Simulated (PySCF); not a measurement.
This PySCF input asks for the NMR shieldings of `C1=CBC[Si@@H](CB(F)F)C1`, C5H10B2F2Si; the geometry comes from GFN2-xTB.

```python
import basis_set_exchange as bse
import numpy as np
from pyscf import gto, dft
from pyscf.prop import nmr

atoms = """
F     2.858305    0.728499    1.531315
B     2.735678    0.038042    0.408394
F     3.083540   -1.234438    0.542588
C     2.152052    0.620627   -0.899095
Si    0.232838    0.420442   -0.950906
C    -0.628905    1.414010    0.419687
B    -2.118939    0.935532    0.401522
C    -2.409839   -0.577455    0.465435
C    -1.614709   -1.551161    0.012168
C    -0.272958   -1.390336   -0.631168
H     2.542820    0.110040   -1.773594
H     2.366707    1.679493   -1.002649
H    -0.171602    0.847106   -2.306989
H    -0.497893    2.488456    0.308386
H    -0.143740    1.128301    1.354685
H    -3.008323    1.691791    0.289618
H    -3.364939   -0.900593    0.868733
H    -1.941223   -2.585462    0.081905
H     0.461130   -1.874630    0.020961
H    -0.265147   -1.977584   -1.553730
"""
names = dict.fromkeys(["F", "B", "C", "Si", "H"], "pcSseg-1")
basis = {el: gto.basis.parse(bse.get_basis(n, elements=[el], fmt="nwchem")) for el, n in names.items()}
mol = gto.M(atom=atoms, basis=basis, charge=0, verbose=0)
mf = dft.RKS(mol, xc="PBE0")
mf.grids.level = 2
mf.grids.alignment = dft.numint.BLKSIZE   # the property module wants whole blocks of grid points
mf.conv_tol = 1e-9
mf.kernel()

calc = nmr.RKS(mf)   # GIAO
C = mf.mo_coeff
Co = C[:, mf.mo_occ > 0]
resp = mf.gen_response(singlet=True, hermi=2)
def vind(x):   # induced exchange potential for any number of trial vectors
    d = np.einsum("pi,xij,qj->xpq", C, 2 * x.reshape(-1, C.shape[1], Co.shape[1]), Co, optimize=True)
    return np.einsum("xpq,pi,qj->xij", resp(d - d.transpose(0, 2, 1)), C, Co, optimize=True).ravel()
mo1, _ = nmr.rhf.solve_mo1(calc, with_cphf=vind)
sigma = calc.kernel(mo1)
for i, s in enumerate(sigma):   # ppm
    w = np.linalg.eigvalsh((s + s.T) / 2)
    print("%2d %-2s iso %8.1f  s11 %8.1f  s22 %8.1f  s33 %8.1f" % (i, mol.atom_pure_symbol(i), w.mean(), *w))
```

**Question.** What are the results?

**Answer.** 
```
 0 F  iso    239.7  s11     65.4  s22    292.9  s33    360.8
 1 B  iso     71.0  s11     37.8  s22     81.3  s33     94.1
 2 F  iso    242.5  s11     72.4  s22    296.8  s33    358.4
 3 C  iso    183.8  s11    173.5  s22    185.1  s33    192.9
 4 Si iso    363.3  s11    311.6  s22    377.7  s33    400.5
 5 C  iso    169.0  s11    138.1  s22    178.8  s33    190.1
 6 B  iso     27.0  s11    -41.7  s22     -4.8  s33    127.4
 7 C  iso     41.6  s11    -76.7  s22     34.5  s33    167.1
 8 C  iso     28.1  s11    -81.3  s22     14.3  s33    151.4
 9 C  iso    168.7  s11    148.1  s22    171.1  s33    187.0
10 H  iso     31.3  s11     27.4  s22     28.1  s33     38.2
11 H  iso     31.2  s11     27.3  s22     28.2  s33     38.1
12 H  iso     27.0  s11     24.1  s22     24.9  s33     32.0
13 H  iso     30.1  s11     26.2  s22     28.1  s33     36.0
14 H  iso     30.6  s11     27.1  s22     29.0  s33     35.7
15 H  iso     24.2  s11     19.6  s22     25.7  s33     27.5
16 H  iso     24.8  s11     22.5  s22     24.4  s33     27.4
17 H  iso     24.6  s11     21.8  s22     23.8  s33     28.2
18 H  iso     29.9  s11     25.0  s22     29.7  s33     35.0
19 H  iso     30.0  s11     25.6  s22     28.2  s33     36.0
```

These numbers come from an equivalent density-fitted implementation of the same equations, which agrees with the script to about 0.01 ppm for H and up to a few tenths of a ppm for heavy atoms, so last digits may differ.

Size and cost of the density-fitted run: 227 basis functions, 54 s wall time on 1 thread of an Arm Neoverse V1, shared host; peak memory 0.95 GiB.
